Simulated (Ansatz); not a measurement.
```xyz
2

C     0.0005   -0.0099   -0.1604
H    -0.0097   -0.0010    0.9711
```

Basis set: STO-3G (spherical functions). Left uncorrelated: 1 orbital. Charge 0, multiplicity 2.

Computed with Ansatz (development build ahead of 0.2.0); each method stands on the lowest determinant of its kind that the runs found.

Task: Give the atomization energy at this shape (free ground-state atoms in the same class of orbitals less the molecule, no zero-point energy) of doublet CH by UHF-MP2, UHF.

Result:

```csv
method,atomization energy
UHF-MP2,307.2 kJ/mol
UHF,285.5 kJ/mol
```

Caution: the unrestricted determinant is spin contaminated.

This basis has no polarisation functions and is too small for such energies, which can lie far from measured ones in either direction.
